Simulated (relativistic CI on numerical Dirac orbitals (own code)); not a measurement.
## Fe²⁺ in a cubic cluster: 1s photoemission with charge transfer

Computed with a charge-transfer multiplet model of a cubic metal-ligand cluster with up to 3 ligand holes, Slater and spin-orbit integrals from Dirac-Coulomb-Breit ions, Slater integrals scaled by 0.9. The ground state mixes d6 with configurations of k ligand holes L, whose averages lie at kΔ + k(k − 1)U_dd/2; a core hole lowers each added d electron by U_cd. 300 K, Lorentzian 1.1 eV and Gaussian 0.6 eV FWHM.

Atomic integrals in eV (Slater integrals scaled, ζ unscaled), ground: F2dd 9.813, F4dd 6.093, zeta_d 0.049; with the core hole: F2dd 11.412, F4dd 7.130, zeta_d 0.073, G2cd 0.061.

Cluster parameters (eV): Δ = 2.3, U_dd = 5.3, U_cd = 6.2, 10Dq = 1.25, 10Dq(ligand) = 0.8, final-state hopping factor = 1.

Weights, n_d and S are thermal averages at 300 K. Binding energies count from the first peak over 30 % of the highest in each spectrum, which can be another peak from case to case. The parameters are a model scan and need not match a compound or its usual spin state. Peaks in eV (height, largest 100): 0.0 (100), 4.4 (73).

(1) Which parameters give this spectrum?
A. V(eg) = 1.3 eV, V(t2g) = -0.62 eV
B. V(eg) = 2.2 eV, V(t2g) = -1.05 eV
C. V(eg) = 1.9 eV, V(t2g) = -0.91 eV
D. V(eg) = 2.5 eV, V(t2g) = -1.19 eV
E. V(eg) = 1.6 eV, V(t2g) = -0.76 eV

Results:

(1) A. V(eg) = 1.3 eV, V(t2g) = -0.62 eV; the ground state then has 6.17 d electrons and S = 2.00. The choice follows from running the model for each set and comparing peak positions and heights.
